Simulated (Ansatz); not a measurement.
Program: Ansatz. Geometries: PBE0-D4/def2-TZVP. ΔE: electronic, gas phase. CBS: MP2 limit from def2 TZ/QZ plus the TZ coupled-cluster correction, frozen cores. Functionals use def2-TZVPP. B3LYP here is the variant with VWN-RPA as its local correlation; programs differ in this. Each species was taken in one conformer, which may not be the lowest.

Consider the cleavage of the Al–Si bond: `CC1=C[SiH]1[AlH2]` + `C[Si](O)(F)F` → `C[Si](F)(F)[O][AlH2]` + `CC1=C[SiH2]1`.

```csv
level,ΔE (kcal/mol)
B3LYP-D4,-37.8
ωB97X-V,-37.6
r2SCAN,-36.1
MP2/def2-TZVPP,-38.7
CCSD/def2-TZVPP,-38.5
HF/CBS(def2),-44.7
MP2/CBS(def2),-38.9
CCSD/CBS(def2),-38.7
```

(1) What does CCSD(T)/CBS give? (Estimate.)

Largest T1 diagnostic among the species: 0.014.

Results:

(1) Ansatz gave: -37.5 kcal/mol. The listed levels differ from it by -0.3, -0.1, 1.4, -1.2, -1.0, -7.2, -1.4, -1.2 kcal/mol.

In def2-TZVPP, CCSD(T) changes the Hartree–Fock value by +6.6 kcal/mol (the triples alone add +1.3 kcal/mol) and MP2 by +5.2 kcal/mol. From PBE to PBE0 (25 % exact exchange), in def2-TZVPP and without D4, ΔE moves by −2.3 kcal/mol.
